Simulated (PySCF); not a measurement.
oxasilolan-5-one (C3H6O2Si), SMILES C1CC(=O)O[SiH2]1.

Geometry: B3LYP-D3(BJ)/def2-SVP. The values are those of a single conformer.

Vertical ionisation energy (IE) and electron affinity (EA) in eV. Rows of orbital energies are one-electron estimates. Where ΔSCF, EOM or ADC give a negative EA the extra electron is unbound and the value depends on the basis.

```json
[
 {"level": "−ε(HOMO), −ε(LUMO), r2SCAN/def2-TZVP (PySCF)", "IE": "6.64", "EA": "0.75"},
 {"level": "−ε(HOMO), −ε(LUMO), PBE/def2-TZVP (PySCF)", "IE": "[?]", "EA": "[?]"}
]
```

Q: What belongs in the gaps? (The exact figures need the calculation; the answer reports its results.)

A: 
- −ε(HOMO), −ε(LUMO), PBE/def2-TZVP (PySCF), IE: 6.33
- −ε(HOMO), −ε(LUMO), PBE/def2-TZVP (PySCF), EA: 1.06
